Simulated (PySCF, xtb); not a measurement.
C2H8O2Si, SMILES [SiH](O)(OC)C.

GFN2-xTB (xtb) at its own geometry gives an orbital gap of 7.24 eV and a dipole moment of 1.40 D.

Coordinates come from a ωB97X-D3(BJ)/def2-SVP optimisation. The values are those of a single conformer.

Q: What does PBE0/def2-TZVP run with PySCF give? (An estimate is asked for; the answer gives what the named calculation found.)

A: gap 8.78 eV (levels -8.07 and 0.71 eV), dipole 1.50 D.
